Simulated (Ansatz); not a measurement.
Cl2GeH6O8Si2, SMILES `O[Si](O)(O)[O][Ge]([Cl])([Cl])[O][Si](O)(O)O` at its PBE0-D4/def2-TZVP geometry, where that method's forces vanish. The species carries charge 0 and has multiplicity 1.

```xyz
19

O     0.2348   -2.1438    0.7321
Si   -0.2761   -1.8994   -0.7880
O    -0.1905   -3.3343   -1.5313
O    -1.7836   -1.2980   -0.9072
O     0.7392   -0.8136   -1.5232
Ge    1.8866    0.3043   -0.8747
Cl    3.6472   -0.6165   -0.1672
Cl    2.3623    1.6989   -2.3965
O     1.1916    1.2051    0.4612
Si   -0.2843    1.5149    1.0436
O    -0.6312    0.2749    2.0537
O    -1.4554    1.5024   -0.1023
O    -0.3213    2.9774    1.7449
H    -0.0598   -1.4992    1.3877
H    -0.5749   -3.3977   -2.4059
H    -1.8691   -0.3417   -0.8076
H    -1.4894    0.2834    2.4827
H    -1.5871    2.3047   -0.6114
H     0.4612    3.2781    2.2095
```

(1) What forces (eV/Å) does B3LYP-D4/def2-TZVPP give on these atoms in Ansatz 0.2.0? (An estimate is asked.)

Answers

(1) Ansatz gave: 
```
O1   0.008  0.035  0.138
Si2 -0.026 -0.084 -0.029
O3  -0.003 -0.124 -0.084
O4  -0.102  0.100  0.008
O5  -0.120 -0.101 -0.108
Ge6  0.132  0.039 -0.054
Cl7  0.274 -0.159  0.119
Cl8  0.060  0.220 -0.238
O9  -0.042  0.095  0.134
Si10 0.024  0.008  0.033
O11 -0.057 -0.092  0.085
O12 -0.076  0.017 -0.114
O13  0.017  0.123  0.075
H14  0.028 -0.034  0.048
H15  0.001 -0.059 -0.040
H16 -0.065  0.000 -0.007
H17 -0.015 -0.044  0.041
H18 -0.043  0.002 -0.039
H19  0.006  0.058  0.031
```

B3LYP here is the variant with VWN-RPA as its local correlation; programs differ in this.
